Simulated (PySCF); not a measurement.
Mayer bond orders and bond lengths

Compound: C5H9O2P.
Numbering: `[CH3:1][O:2][C:3]1=[CH:4][CH2:5][P@H:6](=[O:7])[CH2:8]1` (hydrogens: H9, H10, H11 on C1; H12 on C4; H13, H14 on C5; H15 on P6; H16, H17 on C8)

Structure used (GFN2-xTB), in Å, numbered top down from 1:
```
atom  x, y, z in Å
C1     2.5929    0.8418    0.1659
O2     1.3414    1.2947   -0.2961
C3     0.3104    0.4153   -0.2657
C4     0.3062   -0.8507    0.1510
C5    -0.9988   -1.5807    0.0449
P6    -2.2177   -0.2178   -0.1054
O7    -3.4548   -0.4427   -0.8522
C8    -0.9900    0.9689   -0.7792
H9     3.2750    1.6823    0.0541
H10    2.5411    0.5471    1.2185
H11    2.9518   -0.0041   -0.4282
H12    1.1692   -1.3712    0.5297
H13   -1.1890   -2.2325    0.8994
H14   -1.0589   -2.1939   -0.8624
H15   -2.4066    0.2175    1.2074
H16   -1.1431    2.0019   -0.4660
H17   -1.0361    0.9361   -1.8727
```

Bond orders from the PBE0/pcSseg-1 density (PySCF). One conformer (not necessarily the lowest) at the GFN2-xTB geometry, without solvent, vibrations or thermal averaging.

Question: How far do the computed orders between heavy atoms stray from the drawn ones?

Answer: The largest departure is 0.249, at C3–C4 (drawn double, 1.751).

Question: Set the Mayer orders of the bonds beside their lengths.

Answer: 
```json
{"bond": "C1–O2", "drawn as": "single", "length (Å)": "1.409", "Mayer order": "0.903"}
{"bond": "O2–C3", "drawn as": "single", "length (Å)": "1.355", "Mayer order": "1.055"}
{"bond": "C3–C4", "drawn as": "double", "length (Å)": "1.333", "Mayer order": "1.751"}
{"bond": "C4–C5", "drawn as": "single", "length (Å)": "1.499", "Mayer order": "1.007"}
{"bond": "C5–P6", "drawn as": "single", "length (Å)": "1.835", "Mayer order": "0.904"}
{"bond": "P6–O7", "drawn as": "double", "length (Å)": "1.462", "Mayer order": "1.871"}
{"bond": "P6–C8", "drawn as": "single", "length (Å)": "1.836", "Mayer order": "0.898"}
{"bond": "C8–C3", "drawn as": "single", "length (Å)": "1.504", "Mayer order": "1.034"}
{"bond": "C1–H9", "drawn as": "single", "length (Å)": "1.088", "Mayer order": "0.971"}
{"bond": "C1–H10", "drawn as": "single", "length (Å)": "1.094", "Mayer order": "0.955"}
{"bond": "C1–H11", "drawn as": "single", "length (Å)": "1.094", "Mayer order": "0.955"}
{"bond": "C4–H12", "drawn as": "single", "length (Å)": "1.077", "Mayer order": "0.952"}
{"bond": "C5–H13", "drawn as": "single", "length (Å)": "1.092", "Mayer order": "0.933"}
{"bond": "C5–H14", "drawn as": "single", "length (Å)": "1.097", "Mayer order": "0.918"}
{"bond": "P6–H15", "drawn as": "single", "length (Å)": "1.396", "Mayer order": "0.881"}
{"bond": "C8–H16", "drawn as": "single", "length (Å)": "1.090", "Mayer order": "0.927"}
{"bond": "C8–H17", "drawn as": "single", "length (Å)": "1.095", "Mayer order": "0.912"}
```

By pair of heavy elements: C–O: lowest C1–O2 (0.903, 1.409 Å), highest O2–C3 (1.055, 1.355 Å). C–C: lowest C4–C5 (1.007, 1.499 Å), highest C3–C4 (1.751, 1.333 Å); in 1 of the 3 pairs the longer bond (by over 0.003 Å) has the higher order (by 0.02 or more). C–P: all 2 within 0.02 of one another (0.898 to 0.904).

Question: Sum the orders of all bonds at each heavy atom with more than one neighbour and set the sums beside the valence in the SMILES.

Answer: C1 3.784 (drawn 4), O2 1.958 (drawn 2), C3 3.840 (drawn 4), C4 3.710 (drawn 4), C5 3.762 (drawn 4), P6 4.554 (drawn 5), C8 3.771 (drawn 4). Orders between atoms that aren't bonded are not in these sums.

Mayer orders depend on the basis set.
